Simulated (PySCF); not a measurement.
Vertical excitations of a molecule F2H5NSi2 from TDA-CAM-B3LYP/def2-SVPD run with PySCF, as energy in eV (oscillator strength): 5.67 (0.055), 6.24 (0.012), 7.12 (0.014), 7.59 (0.016), 7.81 (0.220), 7.92 (0.002), 8.13 (0.002), 8.14 (0.012), 8.24 (0.161), 8.35 (0.022). Lowest triplet (TDA): 5.02 eV. Geometry: PBE-D3(BJ)/def2-SVP. The values are those of a single conformer.

### Question
Which structure fits?
A) F[SiH2]N[SiH2]F
B) F[SiH](F)N[SiH3]
C) N[Si](F)(F)[SiH3]
D) N[SiH2][SiH](F)F

### Answer
D, N[SiH2][SiH](F)F
